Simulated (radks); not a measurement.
Excited configurations of the holmium ion Ho+: one electron is placed in a higher orbital outside [Xe] 4f11. The ground configuration is [Xe] 4f11 6s1. All-electron calculation, scalar-relativistic Kohn-Sham, PBEsol, spin-polarised, spherical densities, point nucleus; open shells are filled with parallel spins first (spin-orbit coupling, left out, can overturn this in heavy ions). Program: a radial shooting solver on a logarithmic mesh with Libxc functionals. Excitation = E - E(ground); binding = E(ion) - E, where the ion is the core of charge +2; n* = 2/sqrt(2 binding) in atomic units, and the quantum defect is n - n*.

\begin{tabular}{lrrrrrr}
outer orbital & excitation (eV) & binding (eV) & n* & quantum defect & eigenvalue (eV) & <r> (bohr) \\ \hline
5d & 2.308 & 9.673 & 2.372 & 2.628 & -6.060 & 2.900 \\
5f & 8.416 & 3.566 & 3.907 & 1.093 & -2.584 & 8.620 \\
6p & 3.586 & 8.395 & 2.546 & 3.454 & -6.481 & 4.657 \\
6d & 7.153 & 4.828 & 3.357 & 2.643 & -3.668 & 7.397 \\
6f & 9.590 & 2.392 & 4.770 & 1.230 & -1.842 & 14.80 \\
7s & 6.270 & 5.712 & 3.087 & 3.913 & -4.564 & 7.503 \\
7d & 9.020 & 2.961 & 4.287 & 2.713 & -2.342 & 13.04 \\
7f & 10.270 & 1.711 & 5.639 & 1.361 & -1.352 & 22.27 \\
\end{tabular}

The Delta-SCF ionisation energy is 11.982 eV (NIST Atomic Spectra Database: 11.78 eV, semi-empirical). Self-interaction in the functional shifts the binding energies and quantum defects, so they are the method's values and not measured ones. Open shells are spherical and high-spin; term and fine-structure splittings are not resolved. Spin-orbit splitting is averaged out at the scalar-relativistic level.
